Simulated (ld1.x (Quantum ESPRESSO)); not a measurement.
# Transferability test, TM potential for Rh

- Element: rhodium (Rh)
- Generator: ld1.x (Quantum ESPRESSO) 7.5
- Type: norm-conserving Troullier–Martins (Kleinman–Bylander form)
- Functional: PBE
- Relativity: scalar-relativistic
- Frozen core: [Kr]
- Valence charge: 9
- Reference configuration: 4d8 5s0 5p0 (charge +1)
- Partial waves: 5p (bound, empty): rc 3.15 bohr; 4d (bound): rc 2.00 bohr; 5s (bound, empty): rc 2.05 bohr
- Local potential: the s channel
- Core correction: a·sin(br)/r model core inside 1.22 bohr

Energies are relative to the spin-unpolarised reference configuration 4d8 5s0 5p0; without spin polarisation the order of configurations can differ from experiment.

```json
{"valence configuration": "4d8 5s1 5p0", "charge": "0", "ΔE all-electron (eV)": "-7.460", "error AE − PS (meV)": "-7.2"}
{"valence configuration": "4d7 5s0 5p0", "charge": "+2", "ΔE all-electron (eV)": "19.511", "error AE − PS (meV)": "-144"}
{"valence configuration": "4d5 5s0 5p0", "charge": "+4", "ΔE all-electron (eV)": "98.962", "error AE − PS (meV)": "-1915"}
{"valence configuration": "4d9 5s0 5p0", "charge": "0", "ΔE all-electron (eV)": "-8.370", "error AE − PS (meV)": "-57"}
{"valence configuration": "4d7 5s1 5p1", "charge": "0", "ΔE all-electron (eV)": "-0.841", "error AE − PS (meV)": "-175"}
```

Problem. What are ΔE and the potential's error for 4d7 5s2 5p0?

Solution. ΔE = -4.982 eV all-electron; the error (AE − PS) is -164 meV.

Problem. What are ΔE and the potential's error for 4d6 5s0 5p0?

Solution. ΔE = 52.016 eV all-electron; the error (AE − PS) is -730 meV.
